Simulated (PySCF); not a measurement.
**Electronic structure of Ta³⁺ (tantalum, charge +3) at the UHF level**

Configuration: [Xe] 4f14 5d2, high-spin 3F determinant. All numbers are calculated (PySCF 2.14, scalar relativity through the core potential, in aug-cc-pVDZ-PP with ECP60MDF (5s5p4d2f, 54 functions)).

* Total energy: -55.156777 hartree
* One-electron energy: -82.7276 hartree
* Hartree (Coulomb) energy: 33.0521 hartree
* Exchange energy: -5.4813 hartree
* ⟨S²⟩: 2.0027
* ⟨L²⟩: 12.031
* Sum of ⟨r⟩: 13.86 bohr
* Sum of ⟨r²⟩: 22.07 bohr²

```json
{"shell": "5s α", "electrons": "1", "mean orbital energy (eV)": "-115.21", "rms radius, mean of both spins (bohr)": "1.19"}
{"shell": "5s β", "electrons": "1", "mean orbital energy (eV)": "-112.92", "rms radius, mean of both spins (bohr)": "1.19"}
{"shell": "5p α", "electrons": "3", "mean orbital energy (eV)": "-77.005", "rms radius, mean of both spins (bohr)": "1.38"}
{"shell": "5p β", "electrons": "3", "mean orbital energy (eV)": "-73.571", "rms radius, mean of both spins (bohr)": "1.38"}
{"shell": "5d α", "electrons": "2", "mean orbital energy (eV)": "-35.403", "rms radius, mean of both spins (bohr)": "1.98"}
```

Energies and moments cover only the electrons outside the core potential. Spin-orbit coupling, absent here, splits the open shell strongly.
